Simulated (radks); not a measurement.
Values are calculated unless marked as measured or tabulated.
All-electron atom: La in [Xe] 5d1 6s2 (the NIST ground configuration). Code: a radial shooting solver on a logarithmic mesh with Libxc functionals. Model: scalar-relativistic Kohn-Sham, Slater X-alpha with alpha = 1.005, spin-polarised, spherical densities, finite nucleus; open shells are filled with parallel spins first (spin-orbit coupling, left out, can overturn this in heavy ions); Fermi nuclear charge, rms radius 4.855 fm. Some entries of the table are withheld. Estimate them.

| orbital | occ. | eigenvalue (eV) | <1/r> (bohr^-1) | r(max) (bohr) |
|---|---|---|---|---|
| 1s down | 1 | -38979.11 | 62.09 | 0.01606 |
| 1s up | 1 | -38979.10 | 62.09 | 0.01606 |
| 2s up | 1 | -6250.721 | 14.33 | 0.09067 |
| 2s down | 1 | -6250.674 | 14.33 | 0.09067 |
| 2p up | 3 | -5617.849 | 13.61 | 0.07281 |
| 2p down | 3 | -5617.813 | 13.61 | 0.07281 |
| 3s up | 1 | -1352.292 | 5.209 | 0.2589 |
| 3s down | 1 | -1352.262 | 5.209 | 0.2589 |
| 3p up | 3 | -1148.786 | 4.944 | 0.2530 |
| 3p down | 3 | -1148.755 | 4.944 | 0.2530 |
| 3d up | 5 | -855.3472 | 4.695 | 0.2080 |
| 3d down | 5 | -855.3060 | 4.695 | 0.2080 |
| 4s up | 1 | -279.1923 | 2.177 | 0.6026 |
| 4s down | 1 | -279.1168 | 2.177 | 0.6026 |
| 4p up | 3 | -212.2368 | 2.014 | 0.6280 |
| 4p down | 3 | -212.1626 | 2.014 | 0.6280 |
| 4d up | 5 | -114.6551 | 1.762 | 0.6602 |
| 4d down | 5 | -114.5678 | 1.763 | 0.6602 |
| 5s up | 1 | -43.4927 | 0.8727 | (1) |
| 5s down | 1 | -42.8528 | 0.8785 | (2) |
| 5p up | 3 | (3) | 0.7501 | 1.546 |
| 5p down | 3 | (4) | 0.7571 | 1.538 |
| 5d up | 1 | -5.4610 | 0.4947 | (5) |
| 6s up | 1 | -4.8995 | 0.3168 | 3.519 |
| 5d down | 0 | -4.3696 | 0.4895 | (6) |
| 6s down | 1 | -4.1874 | 0.2986 | 3.645 |

Answer. 
(1) 5s up r(max) (bohr): 1.380
(2) 5s down r(max) (bohr): 1.376
(3) 5p up eigenvalue (eV): -26.3069
(4) 5p down eigenvalue (eV): -25.4623
(5) 5d up r(max) (bohr): 2.083
(6) 5d down r(max) (bohr): 2.063
